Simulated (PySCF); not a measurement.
Vertical excitations of a molecule C2H4F2Si from PySCF with TDA-B3LYP/def2-SVPD, as energy in eV (oscillator strength): 6.37 (0.000), 6.76 (0.002), 6.92 (0.395), 7.08 (0.001), 7.42 (0.000), 7.68 (0.009), 7.82 (0.006), 8.06 (0.097), 8.12 (0.006), 8.43 (0.001). Lowest triplet (TDA): 4.01 eV. Coordinates come from a B3LYP-D3(BJ)/def2-SVP optimisation. The values are those of a single conformer.

### Question
Which structure fits?
A) C=C[SiH](F)F
B) F/C=C(/F)[SiH3]
C) FC(F)=C[SiH3]
D) C=C(F)[SiH2]F

### Answer
B, F/C=C(/F)[SiH3]
